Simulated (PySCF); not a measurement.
# TPSS on Sc⁺ (scandium, charge +1)

Configuration: [Ar] 3d1 4s1, high-spin 3D determinant. All numbers are calculated (PySCF 2.14, no relativity, point nucleus, in def2-TZVP).

```json
{
 "Total energy": "-760.392 hartree",
 "One-electron energy": "-1034.980 hartree",
 "Hartree (Coulomb) energy": "313.389 hartree",
 "Exchange-correlation energy": "-38.801 hartree",
 "Kinetic energy": "759.16218 hartree",
 "⟨S²⟩": "2.0004",
 "⟨L²⟩": "6.009",
 "Sum of ⟨r⟩": "16.93 bohr",
 "Sum of ⟨r²⟩": "29.94 bohr²",
 "Traceless quadrupole moment −½Σ⟨3z² − r²⟩ along its main axis": "0.744 e·bohr²",
 "Density at the nucleus (Gaussians lack the cusp)": "6010 bohr⁻³",
 "Spin density at the nucleus": "2.78 bohr⁻³",
 "Langevin diamagnetic susceptibility": "-23.7 ×10⁻⁶ cm³/mol",
 "Time after the integrals": "2.8 s of wall time on 1 thread of Neoverse-N1 (shared host)"
}
```

```json
{"shell": "1s α", "electrons": "1", "mean orbital energy (eV)": "-4389.7", "spread (eV)": "0", "rms radius, mean of both spins (bohr)": "0.0852"}
{"shell": "1s β", "electrons": "1", "mean orbital energy (eV)": "-4389.7", "spread (eV)": "0", "rms radius, mean of both spins (bohr)": "0.0852"}
{"shell": "2s α", "electrons": "1", "mean orbital energy (eV)": "-479.14", "spread (eV)": "0", "rms radius, mean of both spins (bohr)": "0.375"}
{"shell": "2s β", "electrons": "1", "mean orbital energy (eV)": "-478.89", "spread (eV)": "0", "rms radius, mean of both spins (bohr)": "0.375"}
{"shell": "2p α", "electrons": "3", "mean orbital energy (eV)": "-395.84", "spread (eV)": "0.313", "rms radius, mean of both spins (bohr)": "0.343"}
{"shell": "2p β", "electrons": "3", "mean orbital energy (eV)": "-395.64", "spread (eV)": "0.498", "rms radius, mean of both spins (bohr)": "0.343"}
{"shell": "3s α", "electrons": "1", "mean orbital energy (eV)": "-62.537", "spread (eV)": "0", "rms radius, mean of both spins (bohr)": "1.16"}
{"shell": "3s β", "electrons": "1", "mean orbital energy (eV)": "-61.659", "spread (eV)": "0", "rms radius, mean of both spins (bohr)": "1.16"}
{"shell": "3p α", "electrons": "3", "mean orbital energy (eV)": "-41.271", "spread (eV)": "0.331", "rms radius, mean of both spins (bohr)": "1.27"}
{"shell": "3p β", "electrons": "3", "mean orbital energy (eV)": "-40.341", "spread (eV)": "1.287", "rms radius, mean of both spins (bohr)": "1.27"}
{"shell": "3d α", "electrons": "1", "mean orbital energy (eV)": "-10.998", "spread (eV)": "0", "rms radius, mean of both spins (bohr)": "1.92"}
{"shell": "4s α", "electrons": "1", "mean orbital energy (eV)": "-10.056", "spread (eV)": "0", "rms radius, mean of both spins (bohr)": "3.59"}
```
